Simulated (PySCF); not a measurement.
C₂H₉ClSi₃, SMILES C1[SiH2][Si@@H]([SiH2]Cl)C1. Atoms are numbered in the order given.

```xyz
15

Cl     2.5961     0.4547     1.1796
Si     1.3182    -1.0121     0.4045
Si    -0.1431     0.0279    -1.0984
C     -1.7706    -0.9931    -1.3055
C     -2.5422    -0.4508    -0.0613
Si    -1.7292     1.2903     0.0755
H      0.5526    -1.6064     1.5386
H      2.1634    -2.0816    -0.2000
H      0.5854     0.4663    -2.3254
H     -1.6935    -2.0914    -1.3509
H     -2.2642    -0.6637    -2.2357
H     -2.2673    -1.0277     0.8382
H     -3.6389    -0.4973    -0.1544
H     -1.4988     1.8365     1.4440
H     -2.4380     2.3134    -0.7498
```

The structure is a stationary point at B3LYP-D3(BJ)/def2-SVP. The structure was generated by enumeration; whether it is a known compound was not checked. One conformer was computed; it need not be the lowest.

Calculation: TDA-PBE/def2-SVPD run with PySCF 2.14.0.

Vertical excitations. Isolated molecule, no solvent.

```csv
state,energy (eV),λ (nm),f,main pairs
S1,4.95,251,0.021,HOMO→LUMO 91 %
S2,5.35,232,0.020,HOMO−1→LUMO 84 %
S3,5.55,223,0.001,HOMO−2→LUMO 96 %
S4,5.78,215,0.123,HOMO→LUMO+1 64 %
S5,5.88,211,0.009,HOMO−1→LUMO+1 89 %
S6,5.93,209,0.005,HOMO−3→LUMO 86 %
T1,4.48,277,0,HOMO→LUMO 96 %
T2,4.92,252,0,HOMO−1→LUMO 88 %
```
Triplets are in the Tamm–Dancoff approximation.
